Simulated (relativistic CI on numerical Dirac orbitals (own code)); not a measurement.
Mo3+ (4d3) in a crystal field

Calculated by Dirac-Coulomb-Breit CI, separate exchange-only KLI orbitals for each configuration, model QED (radiative potential, 1s self-energy scaled to tabulated hydrogen-like ionisation energies), valence Slater integrals scaled by 0.7, one configuration in a parametric crystal field (own radial code).

Field parameters in Wybourne normalisation: Oh B⁴₀ = 21Dq, B⁴₄ = √(5/14) B⁴₀. The field is a parameter set, without covalency.

S is read from ⟨S²⟩ = S(S + 1).

Levels (cm⁻¹, degeneracy): 0 (4), 11305 (4), 11644 (4), 11831 (2), 18253 (4), 18428 (2), 29641 (2), 29829 (4), 30110 (4), 30155 (2), 36085 (2), 36292 (4).

Task: Which field gives this pattern?
A. Oh, 10Dq = 39500 cm⁻¹
B. Oh, 10Dq = 29900 cm⁻¹
C. Oh, 10Dq = 15550 cm⁻¹
D. Oh, 10Dq = 25100 cm⁻¹

Result: B. Oh, 10Dq = 29900 cm⁻¹, ground level with S = 1.50.
